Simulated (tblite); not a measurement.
Record of a relaxation.

Compound: C₇H₁₀F₂.
Atom-mapped SMILES: `[F:1][CH2:2][C:3]1([CH2:4][F:5])[CH2:6][C@@H:7]2[CH2:8][C@H:9]12` (hydrogens: H10, H11 on C2; H12, H13 on C4; H14, H15 on C6; H16 on C7; H17, H18 on C8; H19 on C9)

Computed with GFN2-xTB (tblite), gas phase: L-BFGS steps from a force-field or distance-geometry start until the largest atomic force falls under 0.01 eV/Å. 8 of its 64 geometries are shown.

Step 0: E = -802.5320 eV, largest atomic force 2.274 eV/Å
```
atom  x, y, z in Å  |  force x, y, z in eV/Å
F1      2.533   -0.636   -0.799   -0.343   0.857  -0.079
C2      1.764    0.527   -0.627    0.582  -0.621   1.223
C3      0.478    0.153    0.088   -0.277   0.282  -0.425
C4      0.740   -0.457    1.412    0.425  -1.745   1.328
F5      1.435    0.351    2.299   -0.178  -0.282  -0.460
C6     -0.594    1.234    0.031   -0.259   1.098   1.457
C7     -1.528    0.337   -0.731   -0.459  -0.119  -2.001
C8     -1.772   -1.017   -0.134   -0.305   0.299   1.198
C9     -0.446   -0.701   -0.731    0.110  -1.377  -1.806
H10     1.594    0.964   -1.599    0.072   0.106  -0.261
H11     2.305    1.191    0.083    0.131  -0.224  -0.709
H12    -0.178   -0.801    1.955    0.544   0.555  -0.376
H13     1.320   -1.403    1.210    0.010   0.773   0.501
H14    -0.995    1.430    1.039    0.294   0.742  -0.323
H15    -0.207    2.117   -0.517   -0.743  -0.342   0.505
H16    -2.051    0.668   -1.625   -0.037   0.011   0.264
H17    -1.955   -0.989    0.960    0.326  -0.463  -0.815
H18    -2.346   -1.790   -0.663    0.122   0.811   0.212
H19    -0.108   -1.169   -1.659   -0.014  -0.362   0.567
```

Step 9: E = -803.1027 eV, largest atomic force 0.163 eV/Å
```
atom  x, y, z in Å  |  force x, y, z in eV/Å
F1      2.535   -0.601   -0.806   -0.004   0.072  -0.053
C2      1.767    0.521   -0.591   -0.138  -0.007   0.030
C3      0.458    0.120    0.087   -0.073  -0.093   0.042
C4      0.763   -0.526    1.440    0.024   0.067  -0.014
F5      1.447    0.344    2.255   -0.001   0.051  -0.002
C6     -0.630    1.229    0.070   -0.012  -0.029  -0.048
C7     -1.510    0.342   -0.811    0.126  -0.010  -0.090
C8     -1.768   -0.980   -0.158   -0.043   0.101  -0.011
C9     -0.446   -0.728   -0.817   -0.018  -0.119   0.096
H10     1.581    0.973   -1.572    0.026  -0.022   0.036
H11     2.355    1.197    0.039   -0.032  -0.034  -0.022
H12    -0.155   -0.789    1.975    0.113  -0.016   0.010
H13     1.395   -1.412    1.311   -0.028   0.045  -0.003
H14    -1.028    1.529    1.039   -0.056  -0.151   0.022
H15    -0.304    2.127   -0.449    0.078   0.007  -0.027
H16    -2.102    0.704   -1.635    0.001   0.050   0.032
H17    -1.864   -1.030    0.915   -0.006  -0.048  -0.015
H18    -2.424   -1.666   -0.678    0.018   0.121  -0.003
H19    -0.080   -1.344   -1.621    0.026   0.014   0.020
```

Step 18: E = -803.1287 eV, largest atomic force 0.114 eV/Å
```
atom  x, y, z in Å  |  force x, y, z in eV/Å
F1      2.532   -0.588   -0.840    0.005   0.032  -0.012
C2      1.748    0.514   -0.595   -0.090   0.012   0.023
C3      0.452    0.094    0.095   -0.023   0.011   0.005
C4      0.780   -0.519    1.456    0.014   0.046  -0.083
F5      1.455    0.386    2.242    0.001   0.018  -0.007
C6     -0.623    1.210    0.068   -0.009   0.009   0.026
C7     -1.487    0.344   -0.839    0.036   0.028  -0.010
C8     -1.784   -0.959   -0.169   -0.056   0.018  -0.054
C9     -0.449   -0.751   -0.813    0.027  -0.075   0.081
H10     1.551    0.981   -1.567   -0.001  -0.022   0.040
H11     2.323    1.191    0.046    0.033  -0.030  -0.045
H12    -0.117   -0.796    2.015    0.041  -0.024  -0.031
H13     1.432   -1.387    1.323    0.037  -0.031   0.065
H14    -1.066    1.459    1.029    0.020   0.030   0.062
H15    -0.267    2.118   -0.413   -0.007   0.036   0.034
H16    -2.083    0.727   -1.651    0.062  -0.038  -0.015
H17    -1.883   -1.028    0.905   -0.015   0.065  -0.054
H18    -2.464   -1.603   -0.702   -0.021  -0.088  -0.024
H19    -0.061   -1.383   -1.595   -0.053   0.004  -0.002
```

Step 27: E = -803.1446 eV, largest atomic force 0.082 eV/Å
```
atom  x, y, z in Å  |  force x, y, z in eV/Å
F1      2.521   -0.577   -0.879   -0.008  -0.007  -0.020
C2      1.726    0.510   -0.605   -0.019  -0.002   0.002
C3      0.449    0.071    0.109    0.002   0.048  -0.021
C4      0.814   -0.514    1.471   -0.033   0.008  -0.075
F5      1.459    0.437    2.229   -0.048  -0.058   0.026
C6     -0.621    1.191    0.087   -0.004   0.018   0.006
C7     -1.466    0.346   -0.862    0.012   0.020   0.012
C8     -1.818   -0.943   -0.193    0.012   0.013   0.001
C9     -0.456   -0.773   -0.794    0.040  -0.018   0.028
H10     1.501    0.987   -1.564    0.006  -0.028   0.021
H11     2.311    1.183    0.031    0.008  -0.003  -0.039
H12    -0.072   -0.820    2.034    0.009   0.009   0.029
H13     1.495   -1.363    1.360    0.041   0.019   0.006
H14    -1.079    1.412    1.050   -0.024  -0.018   0.006
H15    -0.252    2.118   -0.345   -0.015   0.006  -0.013
H16    -2.007    0.733   -1.709    0.021   0.008   0.023
H17    -1.948   -0.978    0.877   -0.014   0.005  -0.001
H18    -2.487   -1.596   -0.733    0.004  -0.002  -0.004
H19    -0.079   -1.415   -1.572    0.010  -0.018   0.012
```

Step 36: E = -803.1486 eV, largest atomic force 0.043 eV/Å
```
atom  x, y, z in Å  |  force x, y, z in eV/Å
F1      2.505   -0.586   -0.901   -0.009  -0.007   0.004
C2      1.720    0.507   -0.615   -0.003  -0.002   0.001
C3      0.452    0.075    0.118    0.004   0.038  -0.013
C4      0.821   -0.514    1.476   -0.011   0.019  -0.037
F5      1.434    0.438    2.257   -0.009  -0.006  -0.006
C6     -0.623    1.192    0.095   -0.008  -0.001  -0.001
C7     -1.454    0.349   -0.867   -0.011   0.011  -0.003
C8     -1.822   -0.934   -0.197    0.003   0.013   0.006
C9     -0.451   -0.776   -0.779    0.018   0.006   0.010
H10     1.483    0.978   -1.574   -0.008  -0.009   0.020
H11     2.324    1.181    0.002   -0.012  -0.011  -0.007
H12    -0.062   -0.844    2.030    0.018  -0.031  -0.015
H13     1.527   -1.342    1.357   -0.003   0.008   0.029
H14    -1.096    1.392    1.056    0.008   0.007  -0.005
H15    -0.264    2.129   -0.326    0.018  -0.024   0.018
H16    -1.976    0.744   -1.720   -0.012  -0.014  -0.016
H17    -1.975   -0.957    0.871    0.007  -0.009   0.011
H18    -2.482   -1.591   -0.744   -0.003   0.007   0.002
H19    -0.071   -1.433   -1.545    0.013   0.006   0.003
```

Step 45: E = -803.1497 eV, largest atomic force 0.020 eV/Å
```
atom  x, y, z in Å  |  force x, y, z in eV/Å
F1      2.494   -0.593   -0.904    0.006   0.002  -0.004
C2      1.718    0.506   -0.618    0.006  -0.004  -0.001
C3      0.451    0.079    0.120    0.008   0.014   0.000
C4      0.821   -0.514    1.475   -0.002   0.007  -0.003
F5      1.416    0.441    2.266   -0.013   0.004   0.008
C6     -0.623    1.196    0.096    0.001  -0.007  -0.001
C7     -1.452    0.352   -0.868    0.004  -0.003  -0.001
C8     -1.820   -0.931   -0.196   -0.005   0.001  -0.001
C9     -0.450   -0.773   -0.776    0.010   0.001   0.000
H10     1.476    0.975   -1.577    0.003  -0.002   0.010
H11     2.328    1.178   -0.006   -0.009  -0.008   0.000
H12    -0.060   -0.865    2.019    0.008  -0.009   0.004
H13     1.540   -1.331    1.359    0.002   0.011   0.000
H14    -1.098    1.393    1.056    0.007   0.007  -0.011
H15    -0.258    2.132   -0.319   -0.006  -0.017   0.002
H16    -1.975    0.738   -1.726    0.001   0.011   0.008
H17    -1.975   -0.955    0.872    0.006   0.003   0.007
H18    -2.480   -1.587   -0.743   -0.012  -0.006  -0.002
H19    -0.062   -1.431   -1.536   -0.011  -0.003  -0.016
```

Step 54: E = -803.1508 eV, largest atomic force 0.025 eV/Å
```
atom  x, y, z in Å  |  force x, y, z in eV/Å
F1      2.489   -0.601   -0.912    0.003   0.006   0.004
C2      1.717    0.499   -0.619    0.007   0.003  -0.003
C3      0.451    0.075    0.119    0.013   0.015   0.002
C4      0.821   -0.514    1.476    0.000  -0.009  -0.006
F5      1.366    0.457    2.285   -0.012   0.002  -0.015
C6     -0.620    1.196    0.095    0.006  -0.007  -0.004
C7     -1.452    0.354   -0.866    0.005   0.000  -0.003
C8     -1.820   -0.929   -0.194   -0.011   0.009  -0.001
C9     -0.452   -0.773   -0.780    0.008   0.008   0.016
H10     1.473    0.972   -1.575    0.014   0.004  -0.001
H11     2.331    1.167   -0.006   -0.005  -0.005   0.000
H12    -0.050   -0.907    2.006   -0.009   0.004  -0.006
H13     1.574   -1.301    1.364    0.014  -0.001   0.003
H14    -1.094    1.403    1.054    0.018  -0.010  -0.015
H15    -0.249    2.128   -0.325   -0.010  -0.011   0.008
H16    -1.974    0.744   -1.723   -0.014   0.000   0.008
H17    -1.964   -0.949    0.875   -0.011  -0.008   0.001
H18    -2.486   -1.584   -0.735   -0.009  -0.003  -0.004
H19    -0.069   -1.427   -1.547   -0.007   0.003   0.017
```

Step 63: E = -803.1515 eV, largest atomic force 0.009 eV/Å
```
atom  x, y, z in Å  |  force x, y, z in eV/Å
F1      2.493   -0.605   -0.915    0.001   0.006   0.004
C2      1.722    0.496   -0.621   -0.002   0.003  -0.002
C3      0.454    0.072    0.114    0.000   0.007   0.002
C4      0.822   -0.514    1.472   -0.004   0.000   0.000
F5      1.323    0.471    2.292    0.002   0.001   0.000
C6     -0.615    1.195    0.093   -0.002   0.000   0.001
C7     -1.455    0.355   -0.863    0.001   0.001   0.001
C8     -1.823   -0.927   -0.190    0.003   0.001  -0.001
C9     -0.456   -0.774   -0.781    0.005   0.004   0.000
H10     1.485    0.974   -1.576    0.002  -0.004  -0.005
H11     2.334    1.161   -0.003   -0.001  -0.006   0.000
H12    -0.046   -0.935    1.986   -0.006  -0.002   0.002
H13     1.601   -1.277    1.371    0.001   0.003  -0.003
H14    -1.081    1.403    1.056    0.002  -0.003   0.001
H15    -0.246    2.126   -0.330    0.001  -0.003   0.003
H16    -1.984    0.748   -1.715    0.002  -0.004   0.000
H17    -1.969   -0.949    0.879    0.003  -0.001  -0.001
H18    -2.491   -1.581   -0.731    0.000   0.003   0.000
H19    -0.077   -1.429   -1.547   -0.008  -0.004   0.000
```

**Question.** Summarise the path.

**Answer.** The energy falls by 59.78 kJ/mol from step 0 to step 63; nine tenths of that is first reached at step 8. It falls at every step. The largest force goes from 2.274 to 0.009 eV/Å. Among the bonds C3–C4 changes most, from 1.481 to 1.525 Å; the atoms move by 0.165 Å rms after alignment.

The cost below is that of the whole relaxation. Hardware: one thread of an Arm Neoverse N1 (shared host). Cost: 0.64 s.
